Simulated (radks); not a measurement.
The nuclear charge of neutral carbon is varied continuously with 6 electrons held in [He] 2s2 2p2. Method: Dirac Kohn-Sham, LDA (Slater exchange, Perdew-Wang correlation), spin-unpolarised, spherical densities, finite nucleus; open shells are shared between the two j in proportion to 2j + 1; Fermi nuclear charge, rms radius 2.4702 fm; computed with a radial shooting solver on a logarithmic mesh with Libxc functionals. By the Hellmann-Feynman theorem dE/dZ = E(electron-nucleus)/Z, the electronic potential at the nucleus (averaged over a nucleus of fixed radius).

Z	E (hartree)	E(electron-nucleus)/Z (hartree)	HOMO	e(HOMO) (eV)	<r> HOMO (bohr)
5.8	-34.58181	-13.9904	2p3/2	-3.239	1.971
6	-37.44059	-14.5972	2p3/2	-5.413	1.795
6.2	-40.42062	-15.2028	2p3/2	-7.900	1.653
6.4	-43.52167	-15.8077	2p3/2	-10.690	1.535
6.6	-46.74364	-16.4119	2p3/2	-13.774	1.435
6.8	-50.08643	-17.0159	2p3/2	-17.148	1.349
7	-53.54997	-17.6195	2p3/2	-20.809	1.274

The central difference of E at Z = 6 is -14.597 hartree, to compare with the third column; the second derivative is -3.03 hartree.
